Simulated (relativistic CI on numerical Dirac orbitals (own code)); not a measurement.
**Sensitivity of the levels of Au20+ to α and to the nuclear radius**

Method of calculation: Dirac-Coulomb-Breit CI, separate exchange-only KLI orbitals for each configuration, derivatives by finite differences, unscaled Slater integrals, QED left out (own radial code, finite nucleus).

Configuration list (outside the closed core [Kr]): 4d10 4f12 5s, 4d10 4f13, 4d10 4f11 5s2, 4d10 4f12 5p, 4d10 4f12 5d, 4d10 4f12 5f, 4d9 4f13 5s, 4d9 4f14. The list is cut by size and lacks configurations that can hold low levels.

With x = (α/α₀)² − 1 an excitation energy changes as ω = ω₀ + qx; K = 2q/ω₀ is the relative enhancement. Terms are leading LS components, so labels can repeat. The field-shift factor is F = δν/δ⟨r²⟩ for the transition from the lowest level.

Lowest level 4d10 4f13 2F°_7/2.

```csv
Level,ω₀ (cm⁻¹),q (cm⁻¹),F (GHz/fm²)
4d10 4f13 2F°_5/2,30963,28410,1.86
4d10 4f12 5s 4H_13/2,192190,-468000,795
4d10 4f12 5s 4H_11/2,201613,-463700,791
4d10 4f12 5s 4F_9/2,205193,-468800,794
4d10 4f12 5s 2G_7/2,210980,-465900,792
4d10 4f12 5s 4H_9/2,224864,-439100,796
4d10 4f12 5s 2H_11/2,227547,-440400,792
4d10 4f12 5s 4F_3/2,232590,-456200,795
4d10 4f12 5s 4F_5/2,232943,-453300,795
4d10 4f12 5s 4F_7/2,233444,-438500,796
4d10 4f12 5s 2G_9/2,238359,-438500,792
4d10 4f12 5s 2F_7/2,242634,-436700,792
4d10 4f12 5s 2F_5/2,244603,-447400,791
4d10 4f12 5s 2G_7/2,262279,-414700,796
4d10 4f12 5s 2H_9/2,266786,-410000,793
4d10 4f12 5s 4P_5/2,268228,-439100,794
4d10 4f12 5s 4F_3/2,269922,-440000,794
4d10 4f12 5s 4P_1/2,278802,-453300,796
4d10 4f12 5s 2I_13/2,280165,-442600,794
4d10 4f12 5s 2I_11/2,280581,-442000,794
4d10 4f12 5s 4P_3/2,286516,-437200,796
4d10 4f12 5s 2D_5/2,298032,-416300,796
4d10 4f12 5s 2P_1/2,298325,-439400,789
```

At this charge transitions that keep the count of f electrons are usually good to a few per cent. Terms inside the open d or f shell come out 10 to 20 % too wide with unscaled integrals. Levels that differ in their count of f electrons can be misplaced by several ten thousand cm⁻¹, since the correlation energy of f electrons is missing or only estimated; rates across such gaps can be off by orders of magnitude.

(1) Which transition from the lowest level has the largest |K|?

Results:

(1) 4d10 4f12 5s 4H_13/2 at 192190 cm⁻¹, K = -4.87.
